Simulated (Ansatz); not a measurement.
Frontier orbitals of `[CH3][In-]([CH3])([NH3+])[OH]`.

Z-matrix (Å, degrees):
```
C
In 1 2.152
H 1 1.091 2 109.3
H 1 1.092 2 111.4 3 120.6
H 1 1.091 2 110.7 3 -119.1
C 2 2.158 1 132.8 3 -178.4
N 2 2.376 1 101.1 3 -56.5
O 2 2.057 1 110.8 3 24.3
H 6 1.092 2 110.6 1 -72.0
H 6 1.092 2 111.2 1 47.9
H 6 1.092 2 110.1 1 168.5
H 7 1.012 2 119.2 1 -137.4
H 7 1.022 2 89.3 1 110.9
H 7 1.012 2 118.7 1 -0.9
H 8 0.958 2 115.6 1 133.3
```

The species carries charge 0 and has multiplicity 1. Correlated methods include outer-core shells of In, which these sets cover unevenly. In takes the def2 core potential. The geometry is a stationary point of PBE0-D4/def2-TZVP. It is one conformer, not always the lowest. Basis def2-TZVPP, the Gaussian-basis code of Ansatz.

```tsv
functional	HOMO (eV)	LUMO (eV)	gap (eV)
PBE	-5.32	-0.70	4.62
B97M-V	-5.67	-0.58	5.09
PBE0	-6.68	0.09	6.77
ωB97X-V	-9.01	1.79	10.80
ωB97M-V	-8.92	1.24	10.16
```

Against PBE, PBE0 changes HOMO and LUMO by −1.37 and +0.79 eV, ωB97M-V by −3.61 and +1.94 eV. A gap of 4.62 eV thus becomes 10.17 eV for the same molecule, so an orbital gap means little without its functional. A positive LUMO is unbound and depends on the basis.
